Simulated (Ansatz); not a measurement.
Consider the substitution at a C–As bond: `OC[AsH2]` + `B[AsH2]` → `B[AsH]CO` + `[AsH3]`.

Calculated with Ansatz (gas phase, PBE0-D4/def2-TZVP geometries, no zero-point term in ΔE). CCSD(T)/CBS is the MP2 limit (def2-TZVPP, def2-QZVPP) plus CCSD(T) − MP2 in def2-TZVPP, frozen cores. Functionals use def2-TZVPP. B3LYP here is the variant with VWN-RPA as its local correlation; programs differ in this. HSE06 is defined as in plane-wave codes. For As outer-core shells are correlated without core-valence functions, which leaves a few kJ/mol of doubt a bond. Scalar relativity is left out up to krypton. One conformer a species, not always the lowest.

`OC[AsH2]`:

```xyz
8

O     1.122   -0.921   -0.797
C     0.459    0.259   -0.426
As   -0.302    0.123    1.419
H     0.469   -1.614   -0.926
H    -0.321    0.543   -1.139
H     1.208    1.051   -0.404
H    -1.445   -0.797    0.992
H    -1.190    1.356    1.279
```

`B[AsH2]`:

Cartesian coordinates in Å:
```
B 0.226 -0.900 0.094
As 0.349 1.043 -0.264
H 0.521 -1.318 1.172
H 0.019 -1.651 -0.809
H -0.834 1.230 -1.186
H -0.281 1.596 0.994
```

`B[AsH]CO`:

```xyz
10

B    -1.310   -1.369   -0.209
As   -0.110   -0.611    1.165
C     1.067    0.532    0.084
O     0.312    1.420   -0.707
H    -0.841   -1.726   -1.247
H    -2.446   -1.615    0.058
H    -0.995    0.455    1.774
H     1.669   -0.156   -0.522
H     1.736    1.062    0.771
H     0.918    2.008   -1.168
```

`[AsH3]`:

Z-matrix (Å, degrees):
```
As
H 1 1.522
H 1 1.522 2 92.0
H 1 1.522 2 92.0 3 -92.1
```

(1) Is it downhill or uphill in electronic energy at CCSD(T)/CBS, and by how much? (Best estimate.)

(2) What do these levels give: revPBE-D4, r2SCANh-D4, CAM-B3LYP-D4, PBE0, B3LYP, r2SCAN0, HSE06, CAM-B3LYP, MP2/def2-SVP, HF/def2-TZVPP, SCS-MP2/def2-TZVPP, SCS-MP2/def2-QZVPP? (Estimate.)

Largest T1 diagnostic among the species: 0.014.

Results:

(1) Computed: Downhill: ΔE = -0.03 eV.

(2) The calculation gave: revPBE-D4 -0.02, r2SCANh-D4 -0.03, CAM-B3LYP-D4 -0.04, PBE0 -0.01, B3LYP 0.00, r2SCAN0 -0.02, HSE06 -0.01, CAM-B3LYP -0.02, MP2/def2-SVP -0.07, HF/def2-TZVPP -0.02, SCS-MP2/def2-TZVPP -0.04, SCS-MP2/def2-QZVPP -0.04 eV.

Leaving LDA and LC-ωPBE aside and taking each functional with its dispersion term where it has one, the values, not all of them listed here, spread over 0.03 eV, from ωB97M-V to PBE-D4.
